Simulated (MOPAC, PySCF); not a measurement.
H4GeO2S2, SMILES `[OH][Ge]([OH])([SH])[SH]`, neutral singlet in the gas phase. 

Cartesian coordinates (Å):
```xyz
9

O     -0.7308    -1.0486     1.3281
Ge     0.0360    -0.0506     0.0695
O      0.0158    -1.1070    -1.3527
S      2.0472     0.5030     0.8498
S     -1.0430     1.7980    -0.5142
H     -0.8265    -0.5948     2.1724
H      0.1154    -2.0341    -1.1046
H      2.2636     1.4079    -0.1204
H     -1.8777     1.1263    -1.3279
```
Charge 0, multiplicity 1.

All levels are single points at this geometry (B3LYP-D3(BJ)/def2-TZVP); Pople sets use spherical d functions. Orbital energies aren't observables, and empty levels follow the basis.

```json
[
 {"level": "B3LYP-D3(BJ)/def2-TZVP in PySCF", "HOMO (eV)": "-7.59", "LUMO (eV)": "-1.11", "gap (eV)": "6.47", "dipole (D)": "0.60", "vertical IE, Delta-SCF (eV)": "9.73"},
 {"level": "B3LYP/3-21G in PySCF", "HOMO (eV)": "-7.64", "LUMO (eV)": "-1.09", "gap (eV)": "6.55", "dipole (D)": "1.16", "vertical IE, Delta-SCF (eV)": "–"},
 {"level": "B3LYP/6-311+G** (LANL2DZ on Ge) in PySCF", "HOMO (eV)": "-7.74", "LUMO (eV)": "-1.36", "gap (eV)": "6.38", "dipole (D)": "0.67", "vertical IE, Delta-SCF (eV)": "–"},
 {"level": "B3LYP/6-31G* in PySCF", "HOMO (eV)": "-7.47", "LUMO (eV)": "-1.00", "gap (eV)": "6.47", "dipole (D)": "0.60", "vertical IE, Delta-SCF (eV)": "9.67"},
 {"level": "B3LYP/LANL2DZ in PySCF", "HOMO (eV)": "-7.87", "LUMO (eV)": "-1.36", "gap (eV)": "6.52", "dipole (D)": "0.65", "vertical IE, Delta-SCF (eV)": "–"},
 {"level": "BP86/6-31G* in PySCF", "HOMO (eV)": "-6.53", "LUMO (eV)": "-1.81", "gap (eV)": "4.73", "dipole (D)": "0.66", "vertical IE, Delta-SCF (eV)": "–"},
 {"level": "SVWN5/6-31G* in PySCF", "HOMO (eV)": "-6.53", "LUMO (eV)": "-1.91", "gap (eV)": "4.62", "dipole (D)": "0.63", "vertical IE, Delta-SCF (eV)": "–"},
 {"level": "HF/3-21G in PySCF", "HOMO (eV)": "-11.16", "LUMO (eV)": "2.81", "gap (eV)": "13.97", "dipole (D)": "1.05", "vertical IE, Delta-SCF (eV)": "–"},
 {"level": "HF/6-31G* in PySCF", "HOMO (eV)": "-10.80", "LUMO (eV)": "3.13", "gap (eV)": "13.94", "dipole (D)": "0.63", "vertical IE, Delta-SCF (eV)": "9.21"},
 {"level": "HF/STO-3G in PySCF", "HOMO (eV)": "-7.44", "LUMO (eV)": "8.62", "gap (eV)": "16.06", "dipole (D)": "0.50", "vertical IE, Delta-SCF (eV)": "–"},
 {"level": "AM1 in MOPAC", "HOMO (eV)": "-10.18", "LUMO (eV)": "-2.27", "gap (eV)": "7.90", "dipole (D)": "1.52", "vertical IE, Delta-SCF (eV)": "–"},
 {"level": "PM6 in MOPAC", "HOMO (eV)": "-9.88", "LUMO (eV)": "-1.40", "gap (eV)": "8.48", "dipole (D)": "0.49", "vertical IE, Delta-SCF (eV)": "–"},
 {"level": "PM7 in MOPAC", "HOMO (eV)": "-9.42", "LUMO (eV)": "-1.74", "gap (eV)": "7.68", "dipole (D)": "1.27", "vertical IE, Delta-SCF (eV)": "–"}
]
```
